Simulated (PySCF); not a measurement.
## How methods differ on the ionisation energy of P⁺

P⁺ [Ne] 3s2 3p2 (3P) → P²⁺ [Ne] 3s2 3p1 (2P), as a difference of total energies. Computed with PySCF 2.14 in x2c-TZVPall, with the spin-free X2C one-electron Hamiltonian (Gaussian nucleus). Correlated levels: valence: [Ne] frozen. The calculations carry no spin-orbit coupling.

```
           method  ionisation energy (eV)  difference from reference (eV)
              UHF                  19.151                          -0.618
           r2SCAN                  19.927                          +0.158
           M06-2X                  19.589                          -0.180
    MP2 (valence)                  19.583                          -0.186
SCS-MP2 (valence)                  19.495                          -0.274
   CCSD (valence)                  19.624                          -0.145
CCSD(T) (valence)                  19.658                          -0.111
```

Reference: 19.769 eV (semi-empirical (NIST evaluation); NIST Atomic Spectra Database, ionization energies).

The reference lies between the lowest fine-structure levels, while these numbers refer to the centres of the terms.

Errors of the correlated levels include the incompleteness of this basis and the frozen core.
